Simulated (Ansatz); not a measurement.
`CC[P+](CC)(CC)[Ga-]([F])([F])[F]`, relaxed with RKS PBE0-D4/def2-TZVP in Ansatz 0.2.0 from a GFN2-xTB geometry. The force threshold is 0.005 eV/Å; the program also tests the step.

The species carries charge 0 and has multiplicity 1.

Start:

```xyz
26

C     2.542   -0.327   -0.986
C     1.713   -0.861    0.177
P     0.080   -0.032    0.203
C     0.297    1.544    1.111
C    -0.867    2.480    0.801
C    -1.034   -1.081    1.209
C    -1.618   -2.188    0.339
Ga   -0.788    0.332   -2.023
F     0.151    1.695   -2.640
F    -2.500    0.687   -1.775
F    -0.490   -1.186   -2.874
H     2.716    0.744   -0.886
H     3.506   -0.829   -1.033
H     2.017   -0.498   -1.927
H     1.543   -1.934    0.054
H     2.210   -0.694    1.138
H     1.236    1.995    0.780
H     0.369    1.330    2.182
H    -0.925    2.658   -0.274
H    -1.814    2.050    1.124
H    -0.734    3.436    1.301
H    -0.470   -1.487    2.055
H    -1.836   -0.447    1.596
H    -2.305   -2.807    0.913
H    -2.164   -1.753   -0.500
H    -0.834   -2.827   -0.064
```

| step | energy (eV) | largest force (eV/Å) | largest move (Å) |
| --- | --- | --- | --- |
| 1 | -76270.4949 | 0.330 | 0.000 |
| 2 | -76270.5488 | 0.157 | 0.197 |
| 3 | -76270.5623 | 0.256 | 0.149 |
| 4 | -76270.5714 | 0.177 | 0.104 |
| 5 | -76270.5779 | 0.094 | 0.094 |
| 6 | -76270.5813 | 0.045 | 0.092 |
| 7 | -76270.5827 | 0.098 | 0.109 |
| 8 | -76270.5839 | 0.083 | 0.047 |
| 9 | -76270.5851 | 0.020 | 0.030 |
| 10 | -76270.5856 | 0.018 | 0.039 |
| 11 | -76270.5860 | 0.029 | 0.058 |
| 12 | -76270.5861 | 0.016 | 0.009 |
| 13 | -76270.5863 | 0.008 | 0.033 |
| 14 | -76270.5864 | 0.011 | 0.037 |
| 15 | -76270.5864 | 0.014 | 0.030 |
| 16 | -76270.5864 | 0.006 | 0.019 |
| 17 | -76270.5865 | 0.002 | 0.002 |
| 18 | -76270.5865 | 0.001 | 0.005 |
| 19 | -76270.5865 | 0.001 | 0.005 |

End:

```xyz
26

C     2.636   -0.381   -0.856
C     1.563   -0.979    0.043
P     0.024   -0.010    0.060
C     0.398    1.556    0.907
C    -0.787    2.512    0.949
C    -1.154   -0.910    1.116
C    -1.615   -2.228    0.508
Ga   -0.841    0.347   -2.151
F    -0.724    2.098   -2.394
F    -2.503   -0.261   -2.080
F     0.228   -0.599   -3.202
H     2.934    0.617   -0.528
H     3.528   -1.010   -0.839
H     2.285   -0.319   -1.888
H     1.292   -1.978   -0.311
H     1.909   -1.082    1.077
H     1.226    2.011    0.358
H     0.764    1.318    1.912
H    -1.115    2.764   -0.061
H    -1.632    2.090    1.495
H    -0.501    3.437    1.453
H    -0.686   -1.055    2.096
H    -2.009   -0.244    1.257
H    -2.328   -2.715    1.174
H    -2.108   -2.059   -0.451
H    -0.784   -2.920    0.356
```

It took 32 s on 11 threads of an AMD EPYC 7R13 on a shared host and a whole NVIDIA H100 80 GB, with 1.2 GiB of host memory at the peak.
